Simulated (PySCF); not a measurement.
Geometries of 2 isomers of C3H7NOSi, from PySCF, PBE0-D3(BJ)/def2-SVP geometry optimisation, gas phase. One conformer each, no zero-point energy, no frequencies.

Question: Which is lower in electronic energy at this level?
A.
```xyz
13
angstrom
C      2.178   -0.277    0.180
O      0.862   -0.460   -0.276
Si    -0.507   -0.176    0.605
C     -1.982   -0.388   -0.491
C     -0.433    1.597    1.203
N     -0.364    2.699    1.561
H      2.368    0.772    0.468
H      2.869   -0.540   -0.634
H      2.406   -0.922    1.047
H     -0.546   -1.007    1.843
H     -2.020   -1.416   -0.883
H     -2.911   -0.190    0.064
H     -1.925    0.308   -1.340
```
B.
```xyz
13
angstrom
C      2.100    0.511    0.745
C      1.138   -0.421    0.710
Si     0.035   -0.724   -0.774
C     -1.715    0.057   -0.513
N     -1.856    0.932    0.514
O     -2.616   -0.230   -1.278
H      2.331    1.133   -0.127
H      2.708    0.690    1.639
H      0.965   -1.014    1.619
H      0.633   -0.075   -1.978
H     -0.172   -2.180   -1.013
H     -1.080    1.160    1.121
H     -2.753    1.384    0.659
```

Answer: A. That is `CO[Si@H](C)C#N`, 24.5 kcal/mol below the other.

```csv
SMILES,atoms numbered as above,E (Eh),relative (kcal/mol),relative (kJ/mol),dipole (D)
CO[Si@H](C)C#N,[CH3:1][O:2][Si@H:3]([CH3:4])[C:5]#[N:6],-537.35091,0.0,0.0,3.13
C=C[SiH2]C(N)=O,[CH2:1]=[CH:2][SiH2:3][C:4]([NH2:5])=[O:6],-537.31188,24.5,102.5,4.22
```

As drawn, the lower has a C≡N group and an Si–O bond, which the higher lacks; the higher has a C=O bond, an N–H bond and a C(=O)–N unit, which the lower lacks.
